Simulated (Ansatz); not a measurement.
# Which is lower?

Two relaxed structures of BGeSiH5, singlet (PBE0-D4/def2-TZVP; forces vanish, vibrations not checked).

A:

```csv
atom,x (Å),y (Å),z (Å)
Si1,-1.1273,1.3061,-1.2978
B2,-0.1988,0.1469,-0.2293
Ge3,0.8686,-1.0546,0.9924
H4,-1.9221,0.8305,-2.4505
H5,-1.1278,2.7621,-1.0404
H6,1.5464,-0.1030,1.9975
H7,1.9638,-1.8388,0.2513
H8,-0.0027,-2.0492,1.7768
```

B:

Si1  (-0.775, 1.337, -1.499)
B2  (0.871, -1.247, 0.977)
Ge3  (-0.548, -0.457, -0.150)
H4  (-1.957, 1.150, -2.388)
H5  (-0.913, 2.621, -0.754)
H6  (0.659, 0.055, 1.136)
H7  (1.937, -1.418, 0.467)
H8  (0.497, -1.836, 1.945)
(Å)

Ansatz 0.2.0; basis: def2-TZVPP; cores frozen in the correlated methods. Filled d shells of the heavier atoms are correlated. The def2 sets are not built for correlating such inner shells, so the correlated values are less sure here. B3LYP uses VWN-RPA correlation.

Q: Which structure is lower at CCSD(T), and by how much? (Judge from chemistry; the value comes from the calculation.)

A: The calculation gives: B, by 21.28 kcal/mol (electronic energy, against the other). By their contacts, A is BGeSiH₅ ([SiH2][B][GeH3]) and B is BGeSiH₅ ([SiH2][Ge]1[H][BH2]1).

All methods give the same order:

| method | E(B) − E(A) (kcal/mol) |
| --- | --- |
| PBE-D4 | -30.60 |
| r2SCAN-D4 | -26.26 |
| PBE0-D4 | -26.14 |
| B3LYP-D4 | -25.97 |
| wB97M-V | -23.00 |
| HF | -8.20 |
| MP2 | -23.20 |
| CCSD | -18.64 |
| CCSD(T) | -21.28 |

No T1 diagnostic of these runs exceeds 0.017. The restricted Hartree–Fock reference is unstable towards an unrestricted one at one or more of these structures. A large double-excitation amplitude points to some diradical character; no triplet was computed.

Labels in which every atom is bracketed show which atoms are joined, not bond orders.

For scale, one of the runs: CCSD(T)/def2-TZVPP, 191 basis functions, launched by `ansatz run in.yaml --threads 2 --pin off --events-out ev --progress --plain --max-ram 4352MiB`. Hardware: 2 CPU threads of an Arm Neoverse V2, shared host. Wall time 68 s; peak host memory 1.9 GiB.
